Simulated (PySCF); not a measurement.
Compound: C6H10O2 (charge +1 and doublet state).
Z-matrix (Å and degrees, GFN2-xTB geometry), rows numbered from 1:
```
C 
C   1  1.5099
C   2  1.4735  1  116.82
C   3  1.4647  2  120.84  1     2.31
C   3  1.3881  2  119.63  1  -177.69
O   5  1.3203  3  121.71  2     0.23
C   6  1.3959  5  118.83  3   179.53
O   7  1.1780  6  123.19  5     0.03
H   1  1.0899  2  111.65  3   -60.06
H   1  1.0902  2  111.37  3    59.69
H   1  1.0862  2  110.05  3   179.70
H   2  1.1006  1  110.21  3  -124.60
H   2  1.1015  1  109.71  3   123.61
H   4  1.0947  3  110.20  2   -56.99
H   4  1.0948  3  110.13  2    57.31
H   4  1.0857  3  112.99  2  -179.89
H   5  1.0899  3  121.52  2  -179.95
H   7  1.0938  6  107.77  5  -179.94
```

The hyperfine couplings belong to this conformer and change with its torsions.

Identity: `CC[C+](C)[CH]OC=O` [radical] (charge +1).

Computed, not measured: UKS B3LYP, pcH-1 on C H O, non-relativistic, mean-field spin-orbit, GIAO (PySCF 2.14.0). One conformer (not necessarily the lowest) at the GFN2-xTB geometry, without solvent, vibrations or thermal averaging. Couplings are sensitive to structure, and on GFN2-xTB geometries they can be far from those on DFT ones, by a factor of two or more for some ions and for spin on atoms past the first row. Stability of the SCF solution: not tested.

Principal values of hyperfine tensors in MHz (contact and dipolar terms together), for some of the nuclei:

| atom | isotope | A1 | A2 | A3 |
| --- | --- | --- | --- | --- |
| H13 | 1H | 102.19 | 106.99 | 114.01 |
| H12 | 1H | 90.81 | 95.90 | 102.41 |
| H15 | 1H | 89.36 | 91.14 | 100.99 |
| H14 | 1H | 87.22 | 88.93 | 98.81 |
| H17 | 1H | -46.20 | -34.63 | -9.95 |
| C3 | 13C | -14.66 | -11.79 | 78.12 |
| C5 | 13C | -19.64 | -16.62 | 86.50 |
| C4 | 13C | -19.64 | -17.22 | -10.21 |

Problem. Split each tensor into its isotropic and traceless parts, and turn a_iso into mT with g = 2.0033.

Solution. a_iso is a third of the trace, T = A − a_iso, and a(mT) = a(MHz)/(g × 13.996).

| atom | a_iso (MHz) | a_iso (mT) | T1 | T2 | T3 |
| --- | --- | --- | --- | --- | --- |
| H13 | 107.73 | 3.842 | -5.54 | -0.74 | 6.28 |
| H12 | 96.37 | 3.437 | -5.57 | -0.48 | 6.04 |
| H15 | 93.83 | 3.346 | -4.47 | -2.69 | 7.16 |
| H14 | 91.66 | 3.269 | -4.44 | -2.72 | 7.16 |
| H17 | -30.26 | -1.079 | -15.94 | -4.37 | 20.31 |
| C3 | 17.23 | 0.614 | -31.88 | -29.01 | 60.89 |
| C5 | 16.74 | 0.597 | -36.39 | -33.37 | 69.75 |
| C4 | -15.69 | -0.560 | -3.95 | -1.53 | 5.48 |

Problem. What spin density at the nucleus of H14 lies behind its contact coupling (g_N = 5.58569)?

Solution. a_FC = 800.24 MHz bohr³ × g_N × ρ(0)/(2S). With a_FC = 91.66 MHz and 2S = 1, ρ(0) = 0.02051 bohr⁻³. In magnitude that is 6.4 % of the 1/π = 0.318 of a free hydrogen atom.

Problem. O6 (17O, g_N = -0.75752) isn't in the table. Its spin density at the nucleus is 0.02691 bohr⁻³. What is its contact coupling?

Solution. By the same relation, a_FC = -16.31 MHz. Its full tensor has the principal values -70.00, 9.74, 11.32 MHz.

Problem. Name the largest traceless tensor T of the table and describe it.

Solution. C5: -36.4, -33.4, 69.8 MHz, nearly axial, close to the ratio −1:−1:+2, the form that spin in one p orbital centred on that nucleus gives.

Problem. In a single crystal, with the field along each principal axis of the tensor of H15 in turn, what first-order splitting does this nucleus give (isotropic g, quadrupole terms neglected)?

Solution. 2 lines (I = 1/2), spaced by |A_i|/(g × 13.996): 3.19, 3.25, 3.60 mT along the axes of A1, A2 and A3.
